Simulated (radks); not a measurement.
Values are calculated unless marked as measured or tabulated.
Orbital eigenvalues (eV) of neutral ruthenium, [Kr] 4d7 5s1, at several levels of relativity; Dirac values are averaged over j with weights 2j + 1. Spin-unpolarised spherical Kohn-Sham, PBE, point nucleus unless stated (finite: rms radius 4.4809 fm), a radial shooting solver on a logarithmic mesh with Libxc functionals. A level marked "c x" has the speed of light scaled by that factor and shares open shells by 2j + 1; other Dirac levels either fill j = l - 1/2 first or share by 2j + 1.

[
 {"shell": "1s", "non-rel.": "-21332", "scalar-rel.": "-21938", "Dirac, 2j+1 shares, finite nucleus": "-21925", "Dirac, c x 10": "-21337", "change of magnitude, last against first (%)": "+0.03"},
 {"shell": "2s", "non-rel.": "-3010.8", "scalar-rel.": "-3154.2", "Dirac, 2j+1 shares, finite nucleus": "-3151.7", "Dirac, c x 10": "-3012.1", "change of magnitude, last against first (%)": "+0.04"},
 {"shell": "2p", "non-rel.": "-2785.6", "scalar-rel.": "-2824.9", "Dirac, 2j+1 shares, finite nucleus": "-2824.9", "Dirac, c x 10": "-2785.9", "change of magnitude, last against first (%)": "+0.01"},
 {"shell": "3s", "non-rel.": "-528.00", "scalar-rel.": "-555.45", "Dirac, 2j+1 shares, finite nucleus": "-555.05", "Dirac, c x 10": "-528.25", "change of magnitude, last against first (%)": "+0.05"},
 {"shell": "3p", "non-rel.": "-439.63", "scalar-rel.": "-447.22", "Dirac, 2j+1 shares, finite nucleus": "-447.33", "Dirac, c x 10": "-439.70", "change of magnitude, last against first (%)": "+0.02"},
 {"shell": "3d", "non-rel.": "-277.09", "scalar-rel.": "-273.12", "Dirac, 2j+1 shares, finite nucleus": "-272.89", "Dirac, c x 10": "-277.05", "change of magnitude, last against first (%)": "-0.01"},
 {"shell": "4s", "non-rel.": "-71.496", "scalar-rel.": "-76.371", "Dirac, 2j+1 shares, finite nucleus": "-76.328", "Dirac, c x 10": "-71.542", "change of magnitude, last against first (%)": "+0.06"},
 {"shell": "4p", "non-rel.": "-45.269", "scalar-rel.": "-46.416", "Dirac, 2j+1 shares, finite nucleus": "-46.461", "Dirac, c x 10": "-45.280", "change of magnitude, last against first (%)": "+0.02"},
 {"shell": "4d", "non-rel.": "-5.5252", "scalar-rel.": "-5.2024", "Dirac, 2j+1 shares, finite nucleus": "-5.2053", "Dirac, c x 10": "-5.5219", "change of magnitude, last against first (%)": "-0.06"},
 {"shell": "5s", "non-rel.": "-3.8978", "scalar-rel.": "-4.2397", "Dirac, 2j+1 shares, finite nucleus": "-4.2399", "Dirac, c x 10": "-3.9009", "change of magnitude, last against first (%)": "+0.08"},
 {"shell": "5p (empty)", "non-rel.": "-0.91548", "scalar-rel.": "-0.91222", "Dirac, 2j+1 shares, finite nucleus": "-0.91550", "Dirac, c x 10": "-0.91543", "change of magnitude, last against first (%)": "0.00"}
]
